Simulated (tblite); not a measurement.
Species: benzenethiol, C₆H₆S.
SMILES with atom numbers: `[SH:1][c:2]1[cH:3][cH:4][cH:5][cH:6][cH:7]1` (hydrogens: H8 on S1; H9 on C3; H10 on C4; H11 on C5; H12 on C6; H13 on C7)

Computed with GFN2-xTB (tblite), gas phase: Langevin dynamics at 600 K from the optimised GFN2-xTB geometry, time step 0.5 fs, friction 0.01 fs⁻¹, 2000 steps. The instantaneous temperature is 2·E(kin)/(3Nk) with all 3N coordinates.

| t (fs) | T (K) | E(pot) above start (eV) | S1–C2 (Å) | C2–C3 (Å) | C3–C4 (Å) | C4–C5 (Å) | C5–C6 (Å) | S1–H8 (Å) |
| --- | --- | --- | --- | --- | --- | --- | --- | --- |
| 0 | 500 | 0.000 | 1.770 | 1.389 | 1.382 | 1.385 | 1.384 | 1.332 |
| 25 | 346 | 0.627 | 1.789 | 1.411 | 1.419 | 1.402 | 1.407 | 1.372 |
| 50 | 498 | 0.618 | 1.772 | 1.430 | 1.413 | 1.450 | 1.397 | 1.320 |
| 75 | 530 | 0.489 | 1.724 | 1.406 | 1.385 | 1.437 | 1.370 | 1.361 |
| 100 | 520 | 0.665 | 1.861 | 1.409 | 1.353 | 1.396 | 1.330 | 1.302 |
| 125 | 515 | 0.796 | 1.874 | 1.389 | 1.331 | 1.388 | 1.324 | 1.295 |
| 150 | 401 | 0.807 | 1.746 | 1.378 | 1.353 | 1.419 | 1.383 | 1.358 |
| 175 | 394 | 0.785 | 1.724 | 1.366 | 1.374 | 1.445 | 1.399 | 1.335 |
| 200 | 428 | 0.696 | 1.826 | 1.413 | 1.367 | 1.422 | 1.359 | 1.289 |
| 225 | 418 | 0.758 | 1.736 | 1.458 | 1.355 | 1.412 | 1.336 | 1.333 |
| 250 | 525 | 0.592 | 1.780 | 1.455 | 1.337 | 1.429 | 1.355 | 1.362 |
| 275 | 303 | 0.825 | 1.792 | 1.459 | 1.338 | 1.405 | 1.404 | 1.329 |
| 300 | 478 | 0.682 | 1.774 | 1.433 | 1.381 | 1.395 | 1.395 | 1.360 |
| 325 | 421 | 0.752 | 1.727 | 1.368 | 1.396 | 1.395 | 1.357 | 1.380 |
| 350 | 575 | 0.868 | 1.758 | 1.418 | 1.397 | 1.392 | 1.330 | 1.324 |
| 375 | 854 | 0.680 | 1.819 | 1.423 | 1.370 | 1.437 | 1.395 | 1.371 |
| 400 | 665 | 0.603 | 1.836 | 1.390 | 1.383 | 1.428 | 1.421 | 1.341 |
| 425 | 610 | 0.881 | 1.746 | 1.395 | 1.357 | 1.380 | 1.427 | 1.286 |
| 450 | 545 | 1.276 | 1.838 | 1.401 | 1.349 | 1.353 | 1.412 | 1.291 |
| 475 | 745 | 0.864 | 1.720 | 1.347 | 1.373 | 1.352 | 1.422 | 1.358 |
| 500 | 533 | 1.056 | 1.883 | 1.399 | 1.432 | 1.422 | 1.410 | 1.360 |
| 525 | 494 | 0.998 | 1.781 | 1.351 | 1.440 | 1.372 | 1.386 | 1.390 |
| 550 | 637 | 0.862 | 1.758 | 1.364 | 1.400 | 1.318 | 1.373 | 1.333 |
| 575 | 584 | 0.922 | 1.727 | 1.402 | 1.416 | 1.317 | 1.377 | 1.331 |
| 600 | 535 | 0.834 | 1.793 | 1.447 | 1.408 | 1.376 | 1.386 | 1.374 |
| 625 | 512 | 0.883 | 1.735 | 1.432 | 1.390 | 1.389 | 1.373 | 1.337 |
| 650 | 742 | 0.856 | 1.860 | 1.427 | 1.417 | 1.428 | 1.423 | 1.251 |
| 675 | 694 | 0.755 | 1.763 | 1.372 | 1.377 | 1.380 | 1.405 | 1.404 |
| 700 | 539 | 1.021 | 1.901 | 1.380 | 1.362 | 1.349 | 1.352 | 1.409 |
| 725 | 682 | 0.735 | 1.825 | 1.416 | 1.375 | 1.431 | 1.348 | 1.376 |
| 750 | 561 | 0.786 | 1.779 | 1.393 | 1.356 | 1.465 | 1.340 | 1.253 |
| 775 | 610 | 0.757 | 1.726 | 1.402 | 1.322 | 1.392 | 1.328 | 1.298 |
| 800 | 537 | 0.788 | 1.791 | 1.433 | 1.320 | 1.388 | 1.349 | 1.479 |
| 825 | 469 | 0.821 | 1.824 | 1.410 | 1.357 | 1.374 | 1.430 | 1.402 |
| 850 | 575 | 0.631 | 1.777 | 1.344 | 1.410 | 1.361 | 1.434 | 1.318 |
| 875 | 402 | 0.944 | 1.877 | 1.354 | 1.424 | 1.401 | 1.406 | 1.251 |
| 900 | 622 | 0.633 | 1.758 | 1.349 | 1.450 | 1.421 | 1.427 | 1.334 |
| 925 | 595 | 0.705 | 1.734 | 1.386 | 1.377 | 1.412 | 1.432 | 1.424 |
| 950 | 605 | 0.648 | 1.806 | 1.429 | 1.353 | 1.381 | 1.408 | 1.439 |
| 975 | 626 | 0.615 | 1.875 | 1.383 | 1.369 | 1.373 | 1.404 | 1.275 |
| 1000 | 540 | 0.774 | 1.793 | 1.368 | 1.406 | 1.399 | 1.362 | 1.341 |

Q: From 500 fs on, how do temperature and potential energy compare with equipartition?

A: The mean temperature of these 21 frames is 576 K against the target 600 K, and the mean potential energy 0.81 eV against 33 × kT/2 = 0.85 eV for 33 classical harmonic modes. For 13 atoms in a canonical ensemble the temperature itself scatters by T·√(2/(3N)) = 136 K; here its standard deviation is 77 K. The whole run lasts only 10 friction times of 100 fs, so these averages carry a wide statistical error.

Q: What are the kinetic and total energies of the listed frame with the highest potential energy?

A: The one at 450 fs, 1.276 eV above the start. Its kinetic energy is 3NkT/2 = 0.915 eV at 545 K, so the sum is 2.19 eV; over the listed frames the sum runs from 0.84 to 2.19 eV, since the thermostat adds and removes energy.

Q: How much do the listed bonds fluctuate from 500 fs on?

A: 
```
 bond  at the start (Å)  mean (Å)  standard deviation (Å)
S1–C2             1.770     1.798                   0.053
C2–C3             1.389     1.392                   0.030
C3–C4             1.382     1.389                   0.035
C4–C5             1.385     1.388                   0.035
C5–C6             1.384     1.388                   0.032
S1–H8             1.332     1.351                   0.062
```

The motion is classical and holds no zero-point motion.

What follows is the cost of the whole dynamics run. Hardware: one thread of an AMD EPYC, no GPU, on a shared host. Cost: 38 s wall, 34 s CPU, 0.18 GiB resident at most.
